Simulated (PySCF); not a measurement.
Nuclear quadrupole coupling in 3-methoxypentane

3-methoxypentane, C6H14O.
Numbering: `[CH3:1][CH2:2][CH:3]([CH2:4][CH3:5])[O:6][CH3:7]` (hydrogens: H8, H9, H10 on C1; H11, H12 on C2; H13 on C3; H14, H15 on C4; H16, H17, H18 on C5; H19, H20, H21 on C7)

Geometry (GFN2-xTB, Å), atoms numbered from 1 in this order:
```xyz
21
C6H14O angstrom
C     -2.1863   -1.3210   -0.3540
C     -0.6660   -1.3024   -0.2530
C     -0.1082    0.1163   -0.3998
C      1.4181    0.1270   -0.6016
C      2.1716   -0.4386    0.5965
O     -0.5014    0.8302    0.7606
C     -0.4390    2.2254    0.6498
H     -2.5119   -0.9880   -1.3378
H     -2.6106   -0.6575    0.3947
H     -2.5684   -2.3253   -0.1866
H     -0.3679   -1.6840    0.7228
H     -0.2317   -1.9375   -1.0268
H     -0.5707    0.5896   -1.2849
H      1.6516   -0.4439   -1.5022
H      1.7403    1.1566   -0.7748
H      1.8149    0.0306    1.5104
H      3.2381   -0.2479    0.4989
H      2.0210   -1.5115    0.6791
H      0.5914    2.5923    0.5765
H     -1.0013    2.5810   -0.2236
H     -0.8924    2.6256    1.5554
```

Field gradients from the PBE0/pcSseg-1 density (PySCF, non-relativistic), principal values in atomic units, ordered |Vxx| ≤ |Vyy| ≤ |Vzz|:

```tsv
atom	Vxx	Vyy	Vzz
O6	-0.0267	-1.9649	1.9916
```

Problem. Find the asymmetry η = (Vxx − Vyy)/Vzz and the couplings χ = eQV/h (234.96 MHz × Q in barn × V in au), with Q(17O) = −0.0256 b.

Solution. 
| atom | environment | nucleus | η | χzz (MHz) | χxx (MHz) | χyy (MHz) |
| --- | --- | --- | --- | --- | --- | --- |
| O6 | ether oxygen | 17O | 0.97 | -11.98 | 0.16 | 11.82 |

At O6 η is above 0.9: Vyy and Vzz are nearly equal in size and opposite in sign, so a small change could swap them and flip the sign of χzz. The tensor is traceless: Vxx + Vyy + Vzz = 0.

Problem. What is Vzz at O6 in SI units (1 au = 9.71736 × 10²¹ V/m²)?

Solution. 1.9916 au = 19.353 × 10²¹ V/m².

Were the hydrogens deuterons (Q(2H) = 0.00286 b), χzz would run from 184 kHz (H13) to 213 kHz (H18, H10 and H17).

One conformer (not necessarily the lowest) at the GFN2-xTB geometry, without solvent, vibrations or thermal averaging. GFN2-xTB bond lengths can be off by several hundredths of an ångström, more for odd bonds, and the gradients follow them. With a basis this small, the couplings can be 20 % off.

The run behind these numbers computed NMR shieldings as well. Time: 50 s. Hardware: Arm Neoverse N1, one thread, no GPU (shared host).
